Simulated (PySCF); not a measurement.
**Nuclear quadrupole coupling in (F)3Si-NH-SiH3**

Compound: (F)3Si-NH-SiH3.
Cartesian coordinates in Å at the PBE0-D3(BJ)/def2-SVP level; atoms count from 1:
```xyz
10
F3H4NSi2 angstrom
Si    -0.3924   -1.0617   -1.0058
F     -1.2048   -0.2094   -2.0908
F     -1.5113   -1.8070   -0.1371
F      0.4666   -2.1621   -1.7888
N      0.6462   -0.1277   -0.0565
Si     0.2239    1.1429    1.0771
H      1.6328   -0.3468   -0.1697
H      0.6683    0.7955    2.4588
H      0.8556    2.4370    0.6856
H     -1.2601    1.2626    1.0317
```

Field gradients from the PBE0/pcSseg-1 density (PySCF, non-relativistic), principal values in atomic units, ordered |Vxx| ≤ |Vyy| ≤ |Vzz|:

```tsv
atom	Vxx	Vyy	Vzz
N5	0.2609	0.5421	-0.8030
```

Task: Find the asymmetry η = (Vxx − Vyy)/Vzz and the couplings χ = eQV/h (234.96 MHz × Q in barn × V in au), with Q(14N) = 0.02044 b.

Result: 
```tsv
atom	environment	nucleus	η	χzz (MHz)	χxx (MHz)	χyy (MHz)
N5	nitrogen bonded to 2 Si and H	14N	0.35	-3.856	1.253	2.603
```

The tensor is traceless: Vxx + Vyy + Vzz = 0.

Task: What is Vzz at N5 in SI units (1 au = 9.71736 × 10²¹ V/m²)?

Result: -0.8030 au = -7.803 × 10²¹ V/m².

Task: And the gradient at the other heavy atoms, for which no coupling is worked out here?

Result: 
```json
{"atom": "Si1", "environment": "silicon bonded to 3 F and N", "Vzz (au)": "-0.403", "η": "0.30"}
{"atom": "F2", "environment": "fluorine bonded to Si", "Vzz (au)": "1.336", "η": "0.10"}
{"atom": "F3", "environment": "fluorine bonded to Si", "Vzz (au)": "1.336", "η": "0.11"}
{"atom": "F4", "environment": "fluorine bonded to Si", "Vzz (au)": "1.337", "η": "0.02"}
{"atom": "Si6", "environment": "silicon bonded to N and 3 H", "Vzz (au)": "0.428", "η": "0.04"}
```

Task: What couplings would deuterons (Q(2H) = 0.00286 b) have in place of the hydrogens, at this geometry?

Result: 
| atom | bonded to | bond length (Å) | Vzz (au) | η | χzz (kHz) |
| --- | --- | --- | --- | --- | --- |
| H7 | N5 | 1.017 | 0.4029 | 0.16 | 271 |
| H8 | Si6 | 1.492 | 0.1380 | 0.04 | 93 |
| H9 | Si6 | 1.492 | 0.1380 | 0.04 | 93 |
| H10 | Si6 | 1.490 | 0.1382 | 0.08 | 93 |

Isolated species at its PBE0-D3(BJ)/def2-SVP geometry, gas phase. The basis is small and wasn't made for field gradients, so the couplings can be 20 % off.
